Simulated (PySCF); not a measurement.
**Electron correlation in I⁴⁺ (iodine, charge +4)**

Starting occupation: [Kr] 4d10 5s2 5p1, 5p1/2 with m_j = +1/2. Calculation: PySCF 2.14, in x2c-TZVPall-2c (8s9p5d2f, 74 functions); X2C-1e with screened-nucleus spin-orbit coupling, Gaussian nucleus. Frozen: [Ar] 3d10; 21 electrons correlated; the 6 highest virtual spinors left out.

MP2 pair energies summed by pair of shells (mhartree):

| pair | energy | share (%) |
| --- | --- | --- |
| 4d3/2-4d5/2 | -122.17 | 22.9 |
| 4d5/2-4d5/2 | -91.63 | 17.1 |
| 4d5/2-5s1/2 | -47.41 | 8.9 |
| 4d3/2-4d3/2 | -39.90 | 7.5 |
| 4d3/2-5s1/2 | -30.76 | 5.8 |
| 4d5/2-4p3/2 | -28.53 | 5.3 |
| 4d3/2-4p3/2 | -19.39 | 3.6 |
| 5s1/2-5s1/2 | -19.29 | 3.6 |
| 5p1/2-5s1/2 | -14.85 | 2.8 |
| 4d5/2-5p1/2 | -14.19 | 2.7 |
| 4p3/2-4p3/2 | -14.18 | 2.7 |
| 4d5/2-4p1/2 | -13.44 | 2.5 |
| 4p1/2-4p3/2 | -12.60 | 2.4 |
| 4d5/2-4s1/2 | -10.77 | 2.0 |
| 4d3/2-5p1/2 | -9.59 | 1.8 |
| 4d3/2-4p1/2 | -8.59 | 1.6 |
| 4d3/2-4s1/2 | -7.10 | 1.3 |
| 4p3/2-5s1/2 | -6.98 | 1.3 |
| 4p3/2-4s1/2 | -6.79 | 1.3 |
| 4p1/2-4p1/2 | -3.36 | 0.6 |
| 4p1/2-4s1/2 | -3.27 | 0.6 |
| 4p1/2-5s1/2 | -2.88 | 0.5 |
| 4p3/2-5p1/2 | -2.45 | 0.5 |
| 4s1/2-4s1/2 | -2.24 | 0.4 |
| 4s1/2-5s1/2 | -0.85 | 0.2 |
| 4p1/2-5p1/2 | -0.77 | 0.1 |
| 4s1/2-5p1/2 | -0.35 | 0.1 |

Total MP2 correlation energy: -534.31 mhartree.

This basis was not built for core-valence correlation, so the inner-shell part is incomplete.
